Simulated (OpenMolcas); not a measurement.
OpenMolcas run: Ni3+

Ni3+ with 6 ligands (fluoride) in octahedral coordination (Oh) at 1.91 Å. A charge of +0.5 e stands 3.2 Å behind each ligand. Ligand basis ANO-RCC-VDZP. With inversion symmetry the input lists one of each pair of outer charges.

Input:

```
&GATEWAY
Coord
7

Ni 0.0 0.0 0.0
F 1.910000 0.000000 0.000000
F 0.000000 1.910000 0.000000
F -1.910000 0.000000 0.000000
F 0.000000 -1.910000 0.000000
F 0.000000 0.000000 1.910000
F 0.000000 0.000000 -1.910000
Basis=Ni.ANO-RCC-VTZP,F.ANO-RCC-VDZP
Group=XYZ
NoMove
AngMom=0.0 0.0 0.0
AMFI
RICD
XField
3 Angstrom 0
5.110000 0.000000 0.000000 0.500000
0.000000 5.110000 0.000000 0.500000
0.000000 0.000000 5.110000 0.500000
&SEWARD
* reference wave functions (RASSCF and RASSI steps not shown): 7 electrons in 5 orbitals (3d)
>>> COPY JOB001 $Project.JobIph
&CASPT2
Multistate=10 1 2 3 4 5 6 7 8 9 10
NoMult
Frozen=5 6
IPEA=0.25
Imaginary=0.1
MaxIter=60
WThr=0.0 0.3 0.05
PrWF=0.5
NoMix
>>> COPY JOB002 $Project.JobIph
&CASPT2
Multistate=40 1 2 3 4 5 6 7 8 9 10 11 12 13 14 15 16 17 18 19 20 21 22
23 24 25 26 27 28 29 30 31 32 33 34 35 36 37 38 39 40
NoMult
Frozen=5 6
IPEA=0.25
Imaginary=0.1
MaxIter=60
WThr=0.0 0.3 0.05
PrWF=0.5
NoMix
```

Launched by
```bash
OMP_NUM_THREADS=1 MOLCAS_MEM=2457 MOLCAS_PROJECT=a pymolcas a.inp > a.log  # once for each step of the input, in one work folder
```

Output, cut to the results:

```
--- CASPT2 ---
Orbital specifications:
      -----------------------

      Symmetry species                           1   2
                                                ag  au
      Frozen orbitals                            5   6
      Inactive orbitals                         13  15
      Active orbitals                            5   0
      Secondary orbitals                        49  50
      Deleted orbitals                           0   0
      Number of basis functions                 72  71
Type of calculation                        SS-CASPT2
      Fock operator                              state-specific
      IPEA shift                                 0.25
      Real shift                                 0.00
      Imaginary shift                            0.10
      The input orbitals will be transformed to quasi-canonical
Reference energy:       -2117.2336106944
      E2 (Non-variational):      -1.9384908534
      Shift correction:          -0.0015865122
      E2 (Variational):          -1.9400773655
      Total energy:           -2119.1736880600
      Residual norm:              0.0000005582
      Reference weight:           0.70427
      Contributions to the CASPT2 correlation energy
      Active & Virtual Only:         -0.1821936619
      One Inactive Excited:          -0.3404760398
      Two Inactive Excited:          -1.4158211516
Reference energy:       -2117.2336106944
      E2 (Non-variational):      -1.9383226528
      Shift correction:          -0.0015242468
      E2 (Variational):          -1.9398468996
      Total energy:           -2119.1734575940
      Residual norm:              0.0000004524
      Reference weight:           0.70479
      Contributions to the CASPT2 correlation energy
      Active & Virtual Only:         -0.1821569101
      One Inactive Excited:          -0.3404499588
      Two Inactive Excited:          -1.4157157839
::    CASPT2 Root  1     Total energy:  -2119.17368806
::    CASPT2 Root  2     Total energy:  -2119.17345759
::    CASPT2 Root  3     Total energy:  -2119.17348544
::    CASPT2 Root  4     Total energy:  -2119.11476827
::    CASPT2 Root  5     Total energy:  -2119.11479315
::    CASPT2 Root  6     Total energy:  -2119.11477519
::    CASPT2 Root  7     Total energy:  -2119.05230713
::    CASPT2 Root  8     Total energy:  -2119.05404315
::    CASPT2 Root  9     Total energy:  -2119.05397376
::    CASPT2 Root 10     Total energy:  -2119.05397458
--- CASPT2 ---
Orbital specifications:
      -----------------------

      Symmetry species                           1   2
                                                ag  au
      Frozen orbitals                            5   6
      Inactive orbitals                         13  15
      Active orbitals                            5   0
      Secondary orbitals                        49  50
      Deleted orbitals                           0   0
      Number of basis functions                 72  71
Type of calculation                        SS-CASPT2
      Fock operator                              state-specific
      IPEA shift                                 0.25
      Real shift                                 0.00
      Imaginary shift                            0.10
      The input orbitals will be transformed to quasi-canonical
Reference energy:       -2117.1691250541
      E2 (Non-variational):      -1.9845834619
      Shift correction:          -0.0014668261
      E2 (Variational):          -1.9860502880
      Total energy:           -2119.1551753421
      Residual norm:              0.0000005330
      Reference weight:           0.69900
      Contributions to the CASPT2 correlation energy
      Active & Virtual Only:         -0.1853202267
      One Inactive Excited:          -0.3609301119
      Two Inactive Excited:          -1.4383331233
Reference energy:       -2117.1691250539
      E2 (Non-variational):      -1.9846680428
      Shift correction:          -0.0014687104
      E2 (Variational):          -1.9861367533
      Total energy:           -2119.1552618072
      Residual norm:              0.0000005422
      Reference weight:           0.69895
      Contributions to the CASPT2 correlation energy
      Active & Virtual Only:         -0.1853242810
      One Inactive Excited:          -0.3610016799
      Two Inactive Excited:          -1.4383420819
::    CASPT2 Root  1     Total energy:  -2119.15517534
::    CASPT2 Root  2     Total energy:  -2119.15526181
::    CASPT2 Root  3     Total energy:  -2119.10494306
::    CASPT2 Root  4     Total energy:  -2119.10494725
::    CASPT2 Root  5     Total energy:  -2119.10494643
::    CASPT2 Root  6     Total energy:  -2119.10852327
::    CASPT2 Root  7     Total energy:  -2119.10846839
::    CASPT2 Root  8     Total energy:  -2119.10845647
::    CASPT2 Root  9     Total energy:  -2119.09686195
::    CASPT2 Root 10     Total energy:  -2119.09586528
::    CASPT2 Root 11     Total energy:  -2119.09686679
::    CASPT2 Root 12     Total energy:  -2119.07354818
::    CASPT2 Root 13     Total energy:  -2119.05874787
::    CASPT2 Root 14     Total energy:  -2119.05860923
::    CASPT2 Root 15     Total energy:  -2119.05864736
::    CASPT2 Root 16     Total energy:  -2119.03579309
::    CASPT2 Root 17     Total energy:  -2119.03580402
::    CASPT2 Root 18     Total energy:  -2119.03319748
::    CASPT2 Root 19     Total energy:  -2119.03202582
::    CASPT2 Root 20     Total energy:  -2119.03074377
::    CASPT2 Root 21     Total energy:  -2119.01794262
::    CASPT2 Root 22     Total energy:  -2119.01795463
::    CASPT2 Root 23     Total energy:  -2119.01688247
::    CASPT2 Root 24     Total energy:  -2118.99541643
::    CASPT2 Root 25     Total energy:  -2118.99551913
::    CASPT2 Root 26     Total energy:  -2118.99540683
::    CASPT2 Root 27     Total energy:  -2118.97811467
::    CASPT2 Root 28     Total energy:  -2118.97854670
::    CASPT2 Root 29     Total energy:  -2118.99736187
...
```

Spin-orbit levels above the lowest (labels of O, the rotations of Oh), with the averaged single-state CASPT2 energies on the diagonal:

```tsv
E (cm-1)	Degeneracy	Label	2S+1	g
0	2	Γ6	4	4.37 4.37 4.37
470	4	Γ8	4	
1170	4	Γ8	4	
1400	2	Γ7	4	0.96 0.96 0.96
5060	4	Γ8	2	
13400	4	Γ8	4 (79 %)	
13510	2	Γ6	4	2.37 2.37 2.37
13630	4	Γ8	4	
13960	2	Γ7	4	2.76 2.76 2.76
15020	4	Γ8	2 (89 %)	
15650	2	Γ6	2	1.10 1.10 1.10
16200	4	Γ8	2 (88 %)	
16480	2	Γ7	2	1.19 1.19 1.19
17560	4	Γ8	2	
18120	2	Γ6	2	1.11 1.11 1.11
22920	2	Γ6	2	1.99 1.99 1.99
25790	2	Γ7	2 (88 %)	1.98 1.98 1.98
25980	4	Γ8	2 (79 %)	
26850	4	Γ8	4	
26910	2	Γ7	4 (88 %)	2.58 2.58 2.58
```

Roots that are degenerate in the reference are averaged as groups; the widest CASPT2 spread within a group is 570 cm-1 (the 3-fold group of multiplicity 2 near 30400 cm-1 above the lowest state of its run). Shifts and gaps below about the spread of the groups concerned are not significant. Over all roots computed the reference weight is 0.64 to 0.72; the roots of lowest weight are the least certain, and an intruder state may touch them. An orbital triplet at a regular site is open to Jahn-Teller coupling, which can distort the site and quench the lowest spin-orbit gaps and is left out. This shell can be high or low spin here, a state of another spin lies low, and with metal d orbitals alone active their balance is uncertain, so the ground spin may be wrong. A single d shell leaves out the double-shell effect, which counts most for late 3d ions, where the CASPT2 field can be off either way by tens of per cent. Ligand-to-metal charge-transfer states are missing. These CASPT2 states fit no ligand-field parameters well, so their order and spin gaps are uncertain. With no ligand orbital active B as a rule stays too high, so bands that hang on it stand too high and its fall with covalency is understated. With one d shell and no ligand orbital active, 10Dq can be off by a tenth or more. Free-ion shares, where given, are those of the reference states; single-state CASPT2 does not remix them. No measured value stands beside these numbers; the geometry was imposed, not optimised, and the real ion may take another.

The CASPT2 steps took 4.8 min on 1 thread of Arm Neoverse V2, with other jobs on the host; the integral step is not counted.
